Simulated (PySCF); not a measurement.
Species: CH4B2F2O2.
Cartesian coordinates in Å at the GFN2-xTB level; atoms count from 1:
```
atom  x, y, z in Å
O1    -1.2565   -0.0324   -1.3636
B2    -0.8374   -0.0359   -0.0804
O3    -1.5005    0.5484    0.9400
C4     0.5471   -0.7811    0.2546
B5     1.7362    0.2265    0.1203
F6     2.1639    0.9862    1.1133
F7     2.3874    0.4383   -1.0094
H8    -2.0744    0.4207   -1.5731
H9    -2.3204    1.0051    0.7462
H10    0.4909   -1.1673    1.2691
H11    0.6692   -1.6057   -0.4428
```

A PySCF run (density fitting, gas phase, GFN2-xTB geometry) gave HOMO -9.58 eV, LUMO 0.32 eV, dipole 3.98 D and E = -440.101 Eh.

**Question.** Which of these levels was it?
A. KT2/pcSseg-1
B. CAM-B3LYP/def2-SVPD
C. PBE0/pcSseg-1
D. BLYP/cc-pVDZ

**Answer.** C. It is PBE0/pcSseg-1. All candidates on this geometry:

```
              level and settings                    kind  basis functions  SCF cycles     E (Eh)  HOMO (eV)  LUMO (eV)  dipole (D)
BLYP/cc-pVDZ, level shift 0.1 Eh                     GGA              118          10  -440.5175      -7.45      -0.25        3.70
                    KT2/pcSseg-1                     GGA              139          14  -446.9430      -8.13      -0.72        3.81
                   PBE0/pcSseg-1           global hybrid              139          12  -440.1010      -9.58       0.32        3.98
             CAM-B3LYP/def2-SVPD  range-separated hybrid              184          12  -440.1607     -11.08       0.04        3.84
```

The nearest other candidate, by the summed differences of HOMO and LUMO, is CAM-B3LYP/def2-SVPD: its HOMO differs by -1.50 eV and its LUMO by -0.28 eV. Cycle counts include a coarse-grid stage where the run had one. KT2 was designed for NMR shieldings or shifts; total energies of different functionals aren't comparable.
